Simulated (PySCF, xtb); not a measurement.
arsenic trifluoride cation (AsF3), SMILES F[As](F)F (connectivity only; charge and spin as stated), charge +1, multiplicity 2.

The structure is a stationary point at PBE0-D3(BJ)/def2-SVP. The multiplicity is an assumed one; other spin states were not compared.

Computed with IEF-PCM-ωB97X/def2-SVP (PySCF 2.14.0).

The values are the electrostatic part of the solvation free energy, E(continuum) − E(gas) at the gas-phase geometry, in a cavity of scaled van der Waals radii (PySCF's table); cavitation and dispersion terms are not included.

Estimate the values in water (ε = 78.36), cyclohexanone (ε = 15.62), chloroform (ε = 4.71). (An estimate is asked for; the answer gives what the named calculation found.)


| solvent | ε | ΔG(elec) (kcal/mol) |
|---|---|---|
| water | 78.36 | -74.7 |
| cyclohexanone | 15.62 | -70.5 |
| chloroform | 4.71 | -58.6 |

For comparison, GFN2-xTB/ALPB(water) (xtb, at the GFN2-xTB geometry, all terms of that model) gives -56.9 kcal/mol.
